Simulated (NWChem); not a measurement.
GaN$_{2}$H$_{4}$Cl; SMILES [Cl][Ga]([NH2])[NH2]

```xyz
8

Ga    -0.0089    -0.3727     0.0000
Cl    -0.0041     1.8060     0.0000
N      0.1307    -1.1924     1.6325
H     -0.1614    -0.6458     2.4350
H     -0.1910    -2.1502     1.7182
N      0.1307    -1.1924    -1.6325
H     -0.1910    -2.1502    -1.7182
H     -0.1614    -0.6458    -2.4350
```
Atoms are numbered in this order, from 1.

Program: NWChem. Pople sets run with spherical d functions. Coordinates come from a B3LYP/6-31G* (spherical d) optimisation. GIAO values for the isolated, static molecule; σ is the absolute isotropic shielding, δ = σ(reference) − σ with the isolated reference molecule computed at the same levels (1H: tetramethylsilane, 15N: ammonia).

For level Hartree-Fock/6-31G*:

```yaml
"σ Ga1 (ppm)": 1708.4
"σ Cl2 (ppm)": 1065.1
"δ N3 (ppm)": 6.9
"δ H4 (ppm)": 0.25
"δ H5 (ppm)": 0.11
```

Task: Estimate the same quantities for level B3LYP/6-311G**.

Result: 
* **σ Ga1 (ppm)**: 1330.4
* **σ Cl2 (ppm)**: 947.1
* **δ N3 (ppm)**: 32.8
* **δ H4 (ppm)**: 1.02
* **δ H5 (ppm)**: 0.86
